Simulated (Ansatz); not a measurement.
C2H8OSSn (`C[O][SnH]([CH3])[SH]`). Total charge 0; spin multiplicity 1. Sn: def2 effective core potential. All single points use the PBE0-D4/def2-TZVP geometry. It is one conformer, not always the lowest.

```xyz
13

C     1.552    1.349    0.891
O     0.196    0.994    0.901
Sn   -0.370   -0.711    0.093
C    -0.973   -0.370   -1.917
S    -2.306   -1.395    1.320
H     1.701    2.174    1.596
H     1.887    1.694   -0.098
H     2.214    0.527    1.200
H     0.953   -1.773    0.333
H    -0.121   -0.019   -2.500
H    -1.356   -1.291   -2.356
H    -1.754    0.390   -1.925
H    -1.623   -1.567    2.463
```

(1) What is the dipole moment at PBE/def2-TZVPP? (An estimate is asked.)

(2) And with r2SCAN, B3LYP, ωB97M-V? (An estimate is asked.)

(3) Give the Mulliken charges with PBE, B3LYP, r2SCAN in def2-TZVPP. (Estimate.)

Results:

(1) Ansatz gave: 2.16 D, with components (1.46, -0.62, -1.47) D in this frame, pointing from negative to positive charge.

(2) The calculation gave: r2SCAN 2.27 D, B3LYP 2.29 D, ωB97M-V 2.32 D.

(3) Ansatz gave: 
```json
{"atom": "C1", "PBE": "-0.13", "B3LYP": "-0.11", "r2SCAN": "0.02"}
{"atom": "O2", "PBE": "-0.48", "B3LYP": "-0.55", "r2SCAN": "-0.55"}
{"atom": "Sn3", "PBE": "0.92", "B3LYP": "1.02", "r2SCAN": "0.96"}
{"atom": "C4", "PBE": "-0.57", "B3LYP": "-0.58", "r2SCAN": "-0.48"}
{"atom": "S5", "PBE": "-0.38", "B3LYP": "-0.39", "r2SCAN": "-0.39"}
{"atom": "H6", "PBE": "0.10", "B3LYP": "0.10", "r2SCAN": "0.05"}
{"atom": "H7", "PBE": "0.08", "B3LYP": "0.08", "r2SCAN": "0.04"}
{"atom": "H8", "PBE": "0.08", "B3LYP": "0.08", "r2SCAN": "0.04"}
{"atom": "H9", "PBE": "-0.13", "B3LYP": "-0.15", "r2SCAN": "-0.13"}
{"atom": "H10", "PBE": "0.13", "B3LYP": "0.13", "r2SCAN": "0.10"}
{"atom": "H11", "PBE": "0.13", "B3LYP": "0.13", "r2SCAN": "0.11"}
{"atom": "H12", "PBE": "0.14", "B3LYP": "0.14", "r2SCAN": "0.11"}
{"atom": "H13", "PBE": "0.12", "B3LYP": "0.11", "r2SCAN": "0.11"}
```

B3LYP here is the variant with VWN-RPA as its local correlation; programs differ in this.
